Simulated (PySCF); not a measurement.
**The second ionisation energy along the 4p block**

All values are computed (PySCF 2.14, energy differences of UHF-based or UKS calculations, no spin-orbit coupling). Values in eV. The last column holds reference values (NIST; (s) semi-empirical, (t) theoretical, else measured). Unmarked ones compare directly (S terms, centres of terms, or small fine structure); those marked * lie between the lowest fine-structure levels and include a spin-orbit shift.

```json
{"element": "Ga (cc-pVDZ-DK, spin-free X2C)", "configurations": "[Ar] 3d10 4s2 → [Ar] 3d10 4s1", "UHF": "18.801", "MP2 (valence)": "19.439", "SCS-MP2 (valence)": "19.566", "CCSD (valence)": "19.770", "CCSD(T) (valence)": "19.770", "reference": "20.515"}
{"element": "Se (cc-pVDZ-DK, spin-free X2C)", "configurations": "[Ar] 3d10 4s2 4p3 → [Ar] 3d10 4s2 4p2", "UHF": "20.857", "MP2 (valence)": "21.207", "SCS-MP2 (valence)": "21.084", "CCSD (valence)": "21.156", "CCSD(T) (valence)": "21.158", "reference": "21.196 ± 0.01 *"}
{"element": "Br (cc-pVDZ-DK, spin-free X2C)", "configurations": "[Ar] 3d10 4s2 4p4 → [Ar] 3d10 4s2 4p3", "UHF": "20.232", "MP2 (valence)": "20.656", "SCS-MP2 (valence)": "20.666", "CCSD (valence)": "20.678", "CCSD(T) (valence)": "20.684", "reference": "21.409"}
{"element": "Kr (cc-pVDZ-DK, spin-free X2C)", "configurations": "[Ar] 3d10 4s2 4p5 → [Ar] 3d10 4s2 4p4", "UHF": "23.320", "MP2 (valence)": "23.873", "SCS-MP2 (valence)": "23.845", "CCSD (valence)": "23.834", "CCSD(T) (valence)": "23.836", "reference": "24.360 *"}
```

"Valence" correlates the outer s and p shells and, in groups 3 to 12 and the f block, the outer d or f shell, open or full, or the next shell where the ion has no valence electron left; the wider scheme adds the next inner shell.
